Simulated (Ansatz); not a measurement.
# doublet Cu: levels of theory in one basis

A single Cu atom.

Basis set: cc-pVTZ (spherical functions). Correlated methods keep 5 orbitals frozen. Correlation on ROHF uses semicanonical orbitals with singles. Charge 0, multiplicity 2.

Computed with Ansatz (development build ahead of 0.2.0); each method stands on the lowest determinant of its kind that the runs found.

```json
{"method": "ROHF", "E − E(ROHF) (eV)": "0.00", "<S²> of the determinant": "0.75"}
{"method": "UHF", "E − E(ROHF) (eV)": "-0.01", "<S²> of the determinant": "0.75"}
{"method": "ROHF-MP2", "E − E(ROHF) (eV)": "-24.23", "<S²> of the determinant": "–"}
{"method": "UHF-MP2", "E − E(ROHF) (eV)": "-24.24", "<S²> of the determinant": "0.75"}
{"method": "ROHF-CCSD", "E − E(ROHF) (eV)": "-21.08", "<S²> of the determinant": "–"}
{"method": "ROHF-CCSD(T)", "E − E(ROHF) (eV)": "-21.69", "<S²> of the determinant": "–"}
```

Question: What does UHF-BCCD(T) give on the same scale?

Answer: -21.76 eV.

Question: Is a single determinant a sound starting point here?

Answer: By this sign, yes. Unrestricted orbitals gain 0.01 eV and <S²> is 0.75 against 0.75 for a pure state.
